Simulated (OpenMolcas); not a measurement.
A calculation on Co7+.

```yaml
Program: OpenMolcas 26.06
Method: "XMS-CASPT2, IPEA 0.25 Eh, imaginary shift 0.1 Eh (closed shells correlated: 3s 3p)"
Basis: ANO-RCC-VQZP [7s6p4d3f2g1h]
Scalar_Hamiltonian: DKH2, point nucleus
Active_space: 2 electrons in 5 orbitals (3d)
State_averaging: 2S+1 = 3 even, 10 roots; 2S+1 = 1 even, 15 roots
Spin-orbit_coupling: state interaction with AMFI integrals over the reference wave functions, term energies averaged over their components
```

Q: Which level of the active space comes out lowest?

A: 3d² ³F₂, with 100 % of that term; it is also the measured ground level.

Q: How high does 3d² ¹D₂ lie?

A: 20260 cm⁻¹ above the lowest level; measured 19624 cm⁻¹ above the ground level, so the calculation is off by +3 %.

Q: How high does 3d² ³F₄ lie?

A: 3200 cm⁻¹ above the lowest level; measured 3144 cm⁻¹ above the ground level, so the calculation is off by +2 %.

Q: How high does 3d² ³P₂ lie?

A: 25060 cm⁻¹ above the lowest level; measured 24055 cm⁻¹ above the ground level, so the calculation is off by +4 %.

Measured values: Sugar and Corliss, J. Phys. Chem. Ref. Data 10, 1097 (1981).

Term energies are means over components that CASPT2 splits; among the terms shown or strongly mixed into the levels shown the widest spread is 1100 cm-1 (3d² ³F). Computed and measured levels are paired by configuration, term and J; levels that our copy of the source lacks, or whose pairing is in doubt (as where it misses far off the trend of its configuration), stay unpaired and out of the deviations. Levels of configurations outside the active space are missing.
